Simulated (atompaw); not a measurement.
# Reading a pseudo-wave (In)

Columns: radius, all-electron u(r) and pseudo u(r) of the 5p shell (level -16.22 eV) of indium in the configuration [Kr] 4d10 5s1 5p0; PBE, scalar-relativistic, PAW (atompaw) scheme, atompaw 4.2.0.5.

```csv
r (bohr),all-electron,pseudo
0.094,-0.0946,0.0029
0.188,0.1350,0.0116
0.283,0.1788,0.0261
0.377,0.0515,0.0457
0.471,-0.1125,0.0701
0.565,-0.2366,0.0989
0.660,-0.2980,0.1317
0.754,-0.2994,0.1673
0.848,-0.2558,0.2052
0.942,-0.1828,0.2448
1.037,-0.0925,0.2858
1.131,0.0037,0.3267
1.225,0.0998,0.3671
1.319,0.1916,0.4066
1.413,0.2765,0.4446
1.508,0.3539,0.4810
1.602,0.4214,0.5147
1.696,0.4798,0.5456
1.790,0.5293,0.5735
1.885,0.5707,0.5985
1.979,0.6037,0.6198
2.073,0.6292,0.6376
2.167,0.6481,0.6516
2.262,0.6609,0.6620
2.356,0.6682,0.6683
2.450,0.6705,0.6705
```

Question: How many radial nodes do the two functions have?

Answer: The all-electron 5p function has n − l − 1 = 3; the pseudo-wave has 0, since the states of the same l below it are removed with the core.

Question: Is the pseudo-wave norm-conserving?

Answer: No, it belongs to a PAW set: the norm inside the radius is not constrained, and the difference is carried by the augmentation charge.
